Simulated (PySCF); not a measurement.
4-fluoro-1,3-thiazole (C3H2FNS), SMILES Fc1cscn1. The structure is a stationary point at PBE-D3(BJ)/def2-SVP.

Computed equilibrium geometry at PBE-D3(BJ)/def2-SVP (PySCF confirms it by a frequency run) as a Z-matrix, and its point group:
point group Cs.
```
C
F 1 1.3310
N 1 1.3577 2 118.68
C 3 1.3111 1 109.79 2 180.00
C 1 1.3826 2 123.86 3 180.00
H 5 1.0949 1 128.67 2 0.00
H 4 1.0997 3 124.33 1 180.00
S 5 1.7298 6 122.86 1 180.00
```
Charge 0, spin multiplicity 1.
